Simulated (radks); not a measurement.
Species: Pd3+. Configuration: [Kr] 4d5 5p2 (not the ground configuration). Calculated with a radial shooting solver on a logarithmic mesh with Libxc functionals: Dirac Kohn-Sham, PBE, spin-unpolarised, spherical densities, point nucleus; open shells are shared between the two j in proportion to 2j + 1.

Unscreened Slater integrals over Kohn-Sham orbitals (cm^-1). Large and small components are both included.

integral,value
"F0(5p3/2,5p3/2)",75529
"F2(5p3/2,5p3/2)",41240
"F0(5p3/2,5p1/2)",76354
"G2(5p3/2,5p1/2)",41586
"F0(5p3/2,4d5/2)",92651
"F2(5p3/2,4d5/2)",29169
"G1(5p3/2,4d5/2)",10518
"G3(5p3/2,4d5/2)",9584.4
"F0(5p3/2,4d3/2)",92766
"F2(5p3/2,4d3/2)",28946
"G1(5p3/2,4d3/2)",10259
"G3(5p3/2,4d3/2)",9403.8
"F0(5p1/2,5p1/2)",77220
"F0(5p1/2,4d5/2)",94446
"G3(5p1/2,4d5/2)",10338
"F0(5p1/2,4d3/2)",94567
"G1(5p1/2,4d3/2)",11281
"F0(4d5/2,4d5/2)",160720
"F2(4d5/2,4d5/2)",81655
"F4(4d5/2,4d5/2)",54005
"F0(4d5/2,4d3/2)",161420
"F2(4d5/2,4d3/2)",81994
"G2(4d5/2,4d3/2)",81950
"G4(4d5/2,4d3/2)",54203
"F0(4d3/2,4d3/2)",162120
"F2(4d3/2,4d3/2)",82349
